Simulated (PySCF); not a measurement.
## Kr⁺ (krypton, charge +1) across methods

[Ar] 3d10 4s1 4p6, 2S determinant (an excited configuration). Computed with PySCF 2.14 in ANO-R3 (7s6p5d4f2g1h, 107 functions), with scalar relativity by spin-free X2C-1e. The B2PLYP total includes its PT2 part (frozen core); its orbital energies are those of the SCF part.

| method | E (hartree) | mean ε 4s α (eV) | mean ε 4p α (eV) | mean ε 4p β (eV) | Σ⟨r²⟩ (bohr²) | ⟨S²⟩ |
| --- | --- | --- | --- | --- | --- | --- |
| LDA | -2785.198 | -35.402 | -20.725 | -19.915 | 32.20 | 0.751 |
| B2PLYP | -2788.611 | -40.998 | -23.899 | -21.690 | 32.50 | 0.755 |
| PBE | -2788.706 | -35.284 | -20.631 | -19.726 | 32.22 | 0.751 |
| PW91 | -2789.269 | -35.357 | -20.687 | -19.800 | 32.20 | 0.751 |
| UHF | -2787.13474 | -45.812 | -26.629 | -23.002 | 32.77 | 0.763 |
| B97-3 | -2788.801 | -38.281 | -22.423 | -20.883 | 32.21 | 0.753 |
| r2SCAN | -2789.027 | -36.453 | -21.209 | -19.984 | 32.13 | 0.753 |

Estimate the same row for PBE0.

E (hartree) = -2788.739; mean ε 4s α (eV) = -38.162; mean ε 4p α (eV) = -22.368; mean ε 4p β (eV) = -20.869; Σ⟨r²⟩ (bohr²) = 32.24; ⟨S²⟩ = 0.752.
